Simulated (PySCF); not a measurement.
**Ar¹⁶⁺: ionisation energy**

Ar¹⁶⁺ 1s2 (1S) → Ar¹⁷⁺ 1s1 (2S), as a difference of total energies. Calculation: PySCF 2.14, in an even-tempered Gaussian basis (15 s from 12 bohr⁻², ratio 2.2; 7 p from 19 bohr⁻², ratio 2.4; 4 d from 56 bohr⁻², ratio 2.4; 3 f from 85 bohr⁻², ratio 2.4; 3 g from 130 bohr⁻², ratio 2.4); no relativity, point nucleus. Correlated levels: nothing frozen; virtual orbitals above 40 to 60 times the deepest correlated orbital energy dropped. The calculations carry no spin-orbit coupling.

| method | ionisation energy (eV) |
| --- | --- |
| UHF | 4105.1 |
| MP2 (all electrons) | 4106.4 |
| SCS-MP2 (all electrons) | 4106.6 |
| CCSD (all electrons) | 4106.4 |

These non-relativistic numbers lack the scalar-relativistic shift.

With two correlated electrons CCSD is exact in that space.

For comparison: 4120.7 eV (theoretical estimate listed by NIST; NIST Atomic Spectra Database, ionization energies).
